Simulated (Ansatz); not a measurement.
Cost and result for the atomization energy of `[OH][Ga]([F])[CH2]Br` (8 atoms, 7 bonds).

Cartesian coordinates in Å:
```
O -1.613 0.494 -1.386
Ga -0.418 -0.554 -0.612
F -0.425 -2.191 -1.228
C 0.852 -0.074 0.801
Br 0.626 1.797 1.278
H -1.599 1.390 -1.038
H 0.693 -0.659 1.705
H 1.884 -0.203 0.480
```

The species carries charge 0 and has multiplicity 1. Correlated methods include outer-core shells of Br, Ga, which these sets cover unevenly. Scalar relativity is left out up to krypton. All single points use the PBE0-D4/def2-TZVP geometry. It is one conformer, not always the lowest. Program: Ansatz. All runs use 4 threads of an Arm Neoverse V1 on a shared host. Times are those of one run each, without the atoms' runs, and a repeat can differ threefold. Electronic energies, without spin–orbit coupling; frozen cores. CCSD(T)/CBS adds CCSD(T) − MP2 in def2-TZVPP to the MP2 limit, and its time is that of the two runs behind it. T1 = 0.012. With those shells the extrapolation isn't a true limit. B3LYP takes the VWN-RPA correlation (the form of Gaussian; ORCA's B3LYP/G). HSE06 is the plane-wave form, built on full-range PBE exchange.

CCSD(T)/CBS is a level of theory with its own doubt, some kJ/mol a heavy atom from the limit and from the frozen cores, so smaller differences don't rank the functionals.

| level | functions | wall time |
| --- | --- | --- |
| LDA (SPW92)/def2-TZVPP | 231 | 1.4 s |
| revPBE-D4/def2-TZVPP | 231 | 2.5 s |
| BLYP-D4/def2-TZVPP | 231 | 2.5 s |
| PBE-D4/def2-TZVPP (with forces) | 231 | 2.9 s |
| PBE0-D4/def2-TZVPP | 231 | 4.3 s |
| HSE06-D4/def2-TZVPP | 231 | 4.5 s |
| CAM-B3LYP-D4/def2-TZVPP | 231 | 5.5 s |
| r2SCAN-D4/def2-TZVPP (with forces) | 231 | 6.5 s |
| B3LYP-D4/def2-TZVPP (with forces) | 231 | 6.5 s |
| CCSD(T)/def2-SVP | 121 | 16 s |
| MP2/def2-QZVPP | 439 | 27 s |
| CCSD(T)/def2-TZVPP | 231 | 5.2 min |
| CCSD(T)/CBS(def2) | – | 5.6 min |

Task: What atomization energy does each give, and how far from CCSD(T)/CBS? (Estimate.)

Result: Computed: 
```json
{"level": "LDA (SPW92)/def2-TZVPP", "atomization (kJ/mol)": "3172.8", "difference from CCSD(T)/CBS": "432.6", "per bond": "61.8"}
{"level": "revPBE-D4/def2-TZVPP", "atomization (kJ/mol)": "2684.9", "difference from CCSD(T)/CBS": "-55.3", "per bond": "-7.9"}
{"level": "BLYP-D4/def2-TZVPP", "atomization (kJ/mol)": "2690.6", "difference from CCSD(T)/CBS": "-49.6", "per bond": "-7.1"}
{"level": "PBE-D4/def2-TZVPP (with forces)", "atomization (kJ/mol)": "2775.5", "difference from CCSD(T)/CBS": "35.3", "per bond": "5.0"}
{"level": "PBE0-D4/def2-TZVPP", "atomization (kJ/mol)": "2699.9", "difference from CCSD(T)/CBS": "-40.3", "per bond": "-5.8"}
{"level": "HSE06-D4/def2-TZVPP", "atomization (kJ/mol)": "2702.4", "difference from CCSD(T)/CBS": "-37.8", "per bond": "-5.4"}
{"level": "CAM-B3LYP-D4/def2-TZVPP", "atomization (kJ/mol)": "2704.4", "difference from CCSD(T)/CBS": "-35.8", "per bond": "-5.1"}
{"level": "r2SCAN-D4/def2-TZVPP (with forces)", "atomization (kJ/mol)": "2730.8", "difference from CCSD(T)/CBS": "-9.4", "per bond": "-1.3"}
{"level": "B3LYP-D4/def2-TZVPP (with forces)", "atomization (kJ/mol)": "2677.4", "difference from CCSD(T)/CBS": "-62.8", "per bond": "-9.0"}
{"level": "CCSD(T)/def2-SVP", "atomization (kJ/mol)": "2548.4", "difference from CCSD(T)/CBS": "-191.8", "per bond": "-27.4"}
{"level": "MP2/def2-QZVPP", "atomization (kJ/mol)": "2809.1", "difference from CCSD(T)/CBS": "68.9", "per bond": "9.8"}
{"level": "CCSD(T)/def2-TZVPP", "atomization (kJ/mol)": "2666.3", "difference from CCSD(T)/CBS": "-73.9", "per bond": "-10.6"}
{"level": "CCSD(T)/CBS(def2)", "atomization (kJ/mol)": "2740.2", "difference from CCSD(T)/CBS": "0.0", "per bond": "0.0"}
```

At CCSD(T), def2-SVP lies −191.8 kJ/mol from the extrapolated value and def2-TZVPP −73.9 kJ/mol: correlation converges slowly with the basis, and small sets miss more of it in the bonded molecule than in its fragments. From BLYP to BHLYP (50 % exact exchange), in def2-TZVPP and without D4, the atomization energy moves by −104.6 kJ/mol: exact exchange takes away binding that semilocal exchange gives to molecules. In def2-TZVPP, CCSD(T) changes the Hartree–Fock value by +788.1 kJ/mol (the triples alone add +54.7 kJ/mol) and MP2 by +886.9 kJ/mol; breaking electron pairs costs correlation energy, which Hartree–Fock lacks.
